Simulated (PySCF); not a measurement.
**Co (cobalt, neutral) across methods**

[Ar] 3d7 4s2, high-spin 4F determinant. Calculation: PySCF 2.14, in def2-TZVPPD; no relativity, point nucleus.

| method | E (hartree) | mean ε 3d β (eV) | mean ε 4s α (eV) | mean ε 4s β (eV) | Σ⟨r²⟩ (bohr²) | ⟨S²⟩ |
| --- | --- | --- | --- | --- | --- | --- |
| PBE | -1382.463 | -7.418 | -5.607 | -5.060 | 37.46 | 3.755 |
| UHF | -1381.39754 | -15.842 | -7.644 | -6.951 | 39.36 | 3.760 |
| wB97M-V | -1382.645 | -12.200 | -8.185 | -7.772 | 37.59 | 3.754 |
| LDA | -1380.129 | -7.385 | -5.808 | -5.271 | 37.09 | 3.756 |
| PBE0 | -1382.488 | -9.644 | -6.283 | -5.732 | 37.61 | 3.756 |
| M06-2X | -1382.683 | -11.926 | -6.430 | -6.444 | 38.55 | 3.757 |
| MN15 | -1382.846 | -10.472 | -7.003 | -6.600 | 38.39 | 3.756 |
| r2SCAN | -1382.692 | -7.762 | -5.818 | -5.226 | 37.48 | 3.759 |

(1) Estimate the same row for revPBE.

## Answers

(1) E (hartree) = -1382.608; mean ε 3d β (eV) = -7.384; mean ε 4s α (eV) = -5.543; mean ε 4s β (eV) = -4.987; Σ⟨r²⟩ (bohr²) = 37.57; ⟨S²⟩ = 3.756.
